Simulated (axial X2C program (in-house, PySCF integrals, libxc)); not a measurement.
**Outer orbitals of ScBr⁺ at 2.372 Å, HF**

All values were computed with an in-house relativistic program for diatomic molecules. Spin-free means the one-electron spin-free X2C Hamiltonian; two-component (2c) means X2C with spin–orbit coupling and atomic mean-field two-electron Coulomb and Gaunt terms, so the difference of the two also holds small scalar two-electron terms. Basis: Br dyall-cv3z [8s9p6d4f1g], Sc dyall-cv3z [10s11p7d5f2g] (cores contracted in-house); Gaussian nuclei, density fitting, unrestricted open shells. Masses: Br 78.918 u, Sc 44.956 u.

The distance is close to the 2c PBE0 minimum; the highest filled and lowest empty levels are listed.

Spin-free orbitals, state M_S = 1/2, Λ = 2 (beyond evenly filled blocks: δ+α) (Löwdin shares):

```csv
symmetry,occupied,ε (eV),atomic character
σβ,yes,-31.41,"72% Br s, 9% Sc p, 9% Sc d"
σα,yes,-31.33,"72% Br s, 9% Sc p, 9% Sc d"
σβ,yes,-16.40,"79% Br p, 8% Sc d, 6% Sc s"
σα,yes,-16.40,"78% Br p, 8% Sc d, 6% Sc s"
δ+α,yes,-15.79,100% Sc d
π+β,yes,-15.41,"79% Br p, 10% Sc d, 4% Sc f"
π-β,yes,-15.41,"79% Br p, 10% Sc d, 4% Sc f"
π+α,yes,-15.37,"78% Br p, 10% Sc d, 4% Sc f"
π-α,yes,-15.37,"79% Br p, 10% Sc d, 4% Sc f"
σα,no,-5.75,"73% Sc s, 23% Sc p, 2% Sc d"
σβ,no,-5.56,"71% Sc s, 26% Sc p"
π+α,no,-3.79,"69% Sc p, 31% Sc d"
π-α,no,-3.60,"72% Sc p, 28% Sc d"
```

Spinors with spin–orbit coupling (state Ω = 3/2):

```tsv
ω	occupied	ε (eV)	atomic character	λ mixture
1/2	yes	-31.42	72% Br s, 9% Sc p, 9% Sc d	100% σ
-1/2	yes	-31.34	72% Br s, 9% Sc p, 9% Sc d	100% σ
-1/2	yes	-16.47	78% Br p, 8% Sc d, 6% Sc s	93% σ, 7% π
1/2	yes	-16.47	79% Br p, 8% Sc d, 5% Sc s	93% σ, 7% π
3/2	yes	-15.80	100% Sc d	100% δ
-1/2	yes	-15.52	79% Br p, 9% Sc d, 4% Sc f	93% π, 7% σ
1/2	yes	-15.49	78% Br p, 10% Sc d, 4% Sc f	93% π, 7% σ
3/2	yes	-15.23	79% Br p, 10% Sc d, 4% Sc f	100% π
-3/2	yes	-15.19	78% Br p, 10% Sc d, 4% Sc f	100% π
-1/2	no	-5.75	73% Sc s, 23% Sc p, 2% Sc d	100% σ
1/2	no	-5.56	71% Sc s, 26% Sc p	100% σ
1/2	no	-3.79	69% Sc p, 31% Sc d	100% π
-3/2	no	-3.60	72% Sc p, 28% Sc d	100% π
```

How does the gap between the highest filled and lowest empty level change from the spin-free to the 2c table?

From 9.62 to 9.44 eV at HF, a change of -0.18 eV.

Mulliken charges and populations of the two-component result (they depend on the basis, above all on diffuse functions):

Br -0.18 e (s 7.93 p 17.22 d 10.02), Sc 1.18 e (s 6.17 p 12.19 d 1.40 f 0.06 g 0.01). ⟨Lz⟩ = 2.00 ħ and ⟨Sz⟩ = -0.50 ħ (0.02 and -0.52 on the two atoms), which add up to Ω.

Occupations by symmetry block were frozen at the best pattern of an incomplete PBE0 search. Other states lie close and PBE0, whose exact exchange favours high spin, may order them wrongly; the determinant shown need not be the ground state. The nearest other spin-free determinant of the search, M_S = 1/2, Λ = 0, lies 0.06 eV up at the distance of the search.
